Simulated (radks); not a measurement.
Nd XXIII, 38 electrons, occupied as [Kr] 4d2.

Method: Dirac Kohn-Sham, PBE, spin-unpolarised, spherical densities, finite nucleus; open shells fill j = l - 1/2 first; Fermi nuclear charge, rms radius 4.9123 fm; computed with a radial shooting solver on a logarithmic mesh with Libxc functionals.

Energy parts (eV):
part                      energy
total                 -256397.25
kinetic                276967.26
electron-nucleus      -601953.13
Hartree                 74024.10
exchange-correlation    -5435.49

Orbitals (lengths in bohr, moments of r in powers of bohr; r(max) is where P^2 peaks):
orbital  occ.  eigenvalue (eV)      <r^2>      <r^4>   r(max)
1s1/2       2        -43996.50  0.0007600  1.527e-06  0.01510
2s1/2       2        -7648.550    0.01196  0.0002472  0.08564
2p1/2       2        -7271.819   0.008740  0.0001546  0.06508
2p3/2       4        -6751.387   0.009987  0.0001959  0.07051
3s1/2       2        -2136.710    0.07985   0.009613   0.2431
3p1/2       2        -1976.665    0.07475   0.008818   0.2299
3p3/2       4        -1871.068    0.08182    0.01049   0.2414
3d3/2       4        -1594.569    0.06584   0.007700   0.1928
3d5/2       6        -1571.560    0.06781   0.008123   0.1961
4s1/2       2        -856.1243     0.3588     0.1804   0.5445
4p1/2       2        -792.5743     0.3679     0.1929   0.5468
4p3/2       4        -764.3764     0.3935     0.2199   0.5672
4d3/2       2        -658.7685     0.4065     0.2443   0.5638
4d5/2       0        -653.0043     0.4142     0.2532   0.5697
4f5/2       0        -529.6852     0.3993     0.2543   0.5085
4f7/2       0        -528.4780     0.4020     0.2573   0.5105
5s1/2       0        -453.9630      1.158      1.799    1.031
5p1/2       0        -426.1909      1.219      2.008    1.057
5p3/2       0        -415.4206      1.282      2.216    1.086

The highest occupied level is 4d3/2 at -658.77 eV. The electron density at the nucleus is 4.539e+05 e/bohr^3. Summed over all electrons, <r^2> = 5.230 bohr^2, which gives a Langevin (diamagnetic) susceptibility term of -4.14 x 10^-6 cm^3/mol.
